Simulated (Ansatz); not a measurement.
Si(AsH2)(F)3 (AsF3H2Si), SMILES F[Si](F)(F)[AsH2].

Coordinates come from a B3LYP-D3(BJ)/def2-SVP optimisation.

Two levels are set side by side: PBE/def2-SVPD (Ansatz, a program for electronic structure) and CAM-B3LYP/def2-SVPD (Ansatz). Energy differences of separate SCF runs at the same geometry; the states with an electron removed or added have multiplicity 2 and 2. Differences are taken from unrounded values.

```
quantity                             PBE
---------------------------------  -----
vertical ionisation energy (eV)    10.72
vertical singlet–triplet gap (eV)   5.70
```

### Question
These are the PBE values. What does CAM-B3LYP give? (Estimate from the structure and the level; the computed values follow.)

### Answer

| quantity | CAM-B3LYP | PBE minus CAM-B3LYP |
|---|---|---|
| vertical ionisation energy (eV) | 11.00 | -0.29 |
| vertical singlet–triplet gap (eV) | 5.93 | -0.23 |
